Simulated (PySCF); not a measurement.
C₅H₆BF, SMILES C=C(B(F)C)C#C.

Geometry optimised at PBE-D3(BJ)/def2-SVP. This is a generated structure with no PubChem entry under its InChIKey; it may be hypothetical. The values are those of a single conformer.

All values below come from PySCF 2.14.0 with PBE-D3(BJ)/def2-SVP.

Frequencies are harmonic and unscaled.

```tsv
mode	ν (cm⁻¹)	IR (km/mol)	moving atoms (share of kinetic energy)
1	31	1.1	C 42 %, H 32 %, F 26 %
2	52	0.6	H 84 %, C 13 %
3	124	1.3	C 60 %, F 24 %, H 14 %
4	220	2.4	C 73 %, H 18 %
5	263	0.4	C 64 %, H 28 %
6	339	1.8	C 43 %, F 27 %, H 25 %
7	378	3.6	H 35 %, C 35 %, B 26 %
8	394	0.5	C 47 %, F 34 %, H 13 %
9	524	12.1	C 69 %, H 16 %, B 9 %
10	560	0.5	H 44 %, C 42 %, B 13 %
11	629	33.5	H 74 %, C 26 %
12	642	32.9	H 77 %, C 23 %
13	654	6.0	C 66 %, H 23 %, F 10 %
14	715	0.0	H 75 %, C 25 %
15	829	2.0	H 56 %, C 27 %, F 16 %
16	848	31.8	H 39 %, B 38 %, C 22 %
17	903	4.1	C 52 %, H 45 %
18	933	24.9	H 71 %, C 29 %
19	1051	102.9	B 40 %, H 38 %, C 21 %
20	1227	7.9	H 56 %, C 27 %, B 12 %
21	1292	206.5	C 42 %, B 32 %, H 20 %
22	1329	145.9	B 49 %, H 21 %, C 19 %, F 11 %
23	1369	60.7	H 78 %, C 16 %
24	1380	2.8	H 96 %
25	1388	16.5	H 86 %, C 9 %
26	1594	16.2	C 87 %, H 13 %
27	2141	3.0	C 92 %, H 8 %
28	2972	0.0	H 97 %
29	3045	2.0	H 91 %, C 9 %
30	3076	3.2	H 95 %
31	3094	8.3	H 91 %, C 9 %
32	3180	2.6	H 89 %, C 11 %
33	3408	77.3	H 86 %, C 14 %
```
